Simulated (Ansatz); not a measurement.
Computed with Ansatz (a quantum-chemistry and plane-wave program) with PBE-D3(BJ)/def2-TZVP. No frequencies were computed at this level.

Ansatz 0.2 input:
```yaml
crystal:
  periodic: [false, false, false]
  atoms:
    - { symbol: C, position_ang: [-1.799287, -0.151255, 0.038841] }
    - { symbol: C, position_ang: [-0.544465, 0.012566, 0.419314] }
    - { symbol: C, position_ang: [0.598972, -0.039795, -0.514147] }
    - { symbol: S, position_ang: [1.895982, -1.250039, 0.017369] }
    - { symbol: S, position_ang: [2.878278, 0.41688, 0.832945] }
    - { symbol: S, position_ang: [1.627502, 1.500398, -0.459332] }
    - { symbol: H, position_ang: [-2.611124, -0.105623, 0.742993] }
    - { symbol: H, position_ang: [-2.060545, -0.33623, -0.989854] }
    - { symbol: H, position_ang: [-0.288783, 0.199037, 1.453505] }
    - { symbol: H, position_ang: [0.30347, -0.24594, -1.541633] }
basis:
  gaussian: { orbitals: def2-tzvp }
hamiltonian:
  xc: pbe
  dispersion: d3bj
relax:
  max_steps: 150
```

Output:

```
Functional definition: PBE
1499 factors; their error is unknown
mean field evaluation 1: about -35611.4204 eV, gradient 1.2e2 eV
mean field evaluation 2: about -34483.4642 eV, gradient 4.5e2 eV
mean field evaluation 4: about -35663.4519 eV, gradient 2.7e1 eV
mean field evaluation 8: about -35665.2292 eV, gradient 2.3e0 eV
mean field evaluation 16: about -35665.2061 eV, gradient 1.0e-3 eV
mean field -35665.20609339 eV, -1310.6721491871 hartree, gradient 4.7e-5 eV, S^2 0.000000; 0 other end points of the search recorded, 0 dependent functions left out
reference -35665.20613199 eV, -1310.6721506056 hartree; 35, 35 occupied and 193, 193 virtual orbitals, 1499 factors
relax step   1: F+E_penalty+E_count = -35665.56153501 eV  Δ(F+E_penalty+E_count) = +0.000e0 eV  max|allowed force component| = 5.502e-1 eV/Å  Δτ_max = 0.0000 Å  (34 SCF iters, accepted)
these checks for a lower state are left out or cut short: starts, cluster_reference, orbital_swaps, neighbouring_geometries, increment
1499 factors; their error is unknown
mean field -35665.24572948 eV, -1310.6736057867 hartree, gradient 2.7e-5 eV, S^2 0.000000; 0 other end points of the search recorded, 0 dependent functions left out
reference -35665.24576828 eV, -1310.6736072125 hartree; 35, 35 occupied and 193, 193 virtual orbitals, 1499 factors
relax step   2: F+E_penalty+E_count = -35665.59851649 eV  Δ(F+E_penalty+E_count) = -3.698e-2 eV  max|allowed force component| = 1.639e-1 eV/Å  Δτ_max = 0.0392 Å  (33 SCF iters, accepted)
these checks for a lower state are left out or cut short: starts, cluster_reference, orbital_swaps, neighbouring_geometries, increment
1499 factors; their error is unknown
mean field evaluation 32: about -35665.2487 eV, gradient 4.8e-1 eV
mean field -35665.24903873 eV, -1310.6737273992 hartree, gradient 2.5e-5 eV, S^2 0.000000; 0 other end points of the search recorded, 0 dependent functions left out
reference -35665.24907756 eV, -1310.6737288263 hartree; 35, 35 occupied and 193, 193 virtual orbitals, 1499 factors
relax step   3: F+E_penalty+E_count = -35665.60181074 eV  Δ(F+E_penalty+E_count) = -3.294e-3 eV  max|allowed force component| = 8.596e-2 eV/Å  Δτ_max = 0.0163 Å  (33 SCF iters, accepted)
these checks for a lower state are left out or cut short: starts, cluster_reference, orbital_swaps, neighbouring_geometries, increment
1499 factors; their error is unknown
mean field -35665.24970128 eV, -1310.6737517474 hartree, gradient 2.5e-5 eV, S^2 0.000000; 0 other end points of the search recorded, 0 dependent functions left out
reference -35665.24974008 eV, -1310.6737531735 hartree; 35, 35 occupied and 193, 193 virtual orbitals, 1499 factors
relax step   4: F+E_penalty+E_count = -35665.60267146 eV  Δ(F+E_penalty+E_count) = -8.607e-4 eV  max|allowed force component| = 3.145e-2 eV/Å  Δτ_max = 0.0125 Å  (34 SCF iters, accepted)
these checks for a lower state are left out or cut short: starts, cluster_reference, orbital_swaps, neighbouring_geometries, increment
1499 factors; their error is unknown
mean field -35665.24968369 eV, -1310.6737511011 hartree, gradient 2.5e-5 eV, S^2 0.000000; 0 other end points of the search recorded, 0 dependent functions left out
reference -35665.24972244 eV, -1310.6737525253 hartree; 35, 35 occupied and 193, 193 virtual orbitals, 1499 factors
relax step   5: F+E_penalty+E_count = -35665.60320487 eV  Δ(F+E_penalty+E_count) = -5.334e-4 eV  max|allowed force component| = 2.534e-2 eV/Å  Δτ_max = 0.0269 Å  (33 SCF iters, accepted)
these checks for a lower state are left out or cut short: starts, cluster_reference, orbital_swaps, neighbouring_geometries, increment
1499 factors; their error is unknown
mean field -35665.24939081 eV, -1310.6737403379 hartree, gradient 2.5e-5 eV, S^2 0.000000; 0 other end points of the search recorded, 0 dependent functions left out
reference -35665.24942953 eV, -1310.6737417609 hartree; 35, 35 occupied and 193, 193 virtual orbitals, 1499 factors
relax step   6: F+E_penalty+E_count = -35665.60329884 eV  Δ(F+E_penalty+E_count) = -9.397e-5 eV  max|allowed force component| = 2.582e-2 eV/Å  Δτ_max = 0.0193 Å  (33 SCF iters, accepted)
these checks for a lower state are left out or cut short: starts, cluster_reference, orbital_swaps, neighbouring_geometries, increment
1499 factors; their error is unknown
mean field evaluation 64: about -35665.2496 eV, gradient 2.5e-5 eV
mean field -35665.24958608 eV, -1310.6737475142 hartree, gradient 2.5e-5 eV, S^2 0.000000; 0 other end points of the search recorded, 0 dependent functions left out
reference -35665.24962482 eV, -1310.6737489376 hartree; 35, 35 occupied and 193, 193 virtual orbitals, 1499 factors
relax step   7: F+E_penalty+E_count = -35665.60339016 eV  Δ(F+E_penalty+E_count) = -9.131e-5 eV  max|allowed force component| = 1.631e-2 eV/Å  Δτ_max = 0.0049 Å  (35 SCF iters, accepted)
these checks for a lower state are left out or cut short: starts, cluster_reference, orbital_swaps, neighbouring_geometries, increment
1499 factors; their error is unknown
mean field -35665.24959129 eV, -1310.6737477053 hartree, gradient 2.5e-5 eV, S^2 0.000000; 0 other end points of the search recorded, 0 dependent functions left out
reference -35665.24963002 eV, -1310.6737491288 hartree; 35, 35 occupied and 193, 193 virtual orbitals, 1499 factors
relax step   8: F+E_penalty+E_count = -35665.60339644 eV  Δ(F+E_penalty+E_count) = -6.282e-6 eV  max|allowed force component| = 1.386e-3 eV/Å  Δτ_max = 0.0011 Å  (35 SCF iters, accepted)
1499 factors; their error is unknown
mean field evaluation 96: about -35665.2496 eV, gradient 3.2e-3 eV
mean field -35665.24959129 eV, -1310.6737477053 hartree, gradient 2.5e-5 eV, S^2 0.000000; 1 other end points of the search recorded, 0 dependent functions left out
reference -35665.24963002 eV, -1310.6737491288 hartree; 35, 35 occupied and 193, 193 virtual orbitals, 1499 factors
Total energy: -35665.60343517 eV, -1310.6867512284 hartree
Atom 0 at    -1.807983    -0.157653     0.043175 Å, force    -0.000928    -0.000186    -0.000166 eV/Å
Atom 1 at    -0.539878     0.022828     0.427683 Å, force     0.000151     0.000073    -0.000259 eV/Å
Atom 2 at     0.602041    -0.032755    -0.516781 Å, force    -0.001386     0.000109     0.000476 eV/Å
Atom 3 at     1.920044    -1.250158    -0.033225 Å, force    -0.000079    -0.000231    -0.000328 eV/Å
Atom 4 at     2.856688     0.413055     0.895863 Å, force     0.000334    -0.000131     0.000447 eV/Å
Atom 5 at     1.669335     1.488310    -0.497238 Å, force    -0.000168     0.000095    -0.000544 eV/Å
Atom 6 at    -2.632277    -0.112226     0.755594 Å, force     0.000980     0.000040    -0.000032 eV/Å
Atom 7 at    -2.064428    -0.357389    -1.000235 Å, force     0.000579    -0.000025     0.000241 eV/Å
Atom 8 at    -0.283516     0.222718     1.471731 Å, force    -0.000192     0.000117     0.000333 eV/Å
Atom 9 at     0.279974    -0.236730    -1.546566 Å, force     0.000709     0.000140    -0.000168 eV/Å
Dipole moment:    -0.356520    -0.044848    -0.072392 e Å
```

Cost: very roughly 70 core-seconds.
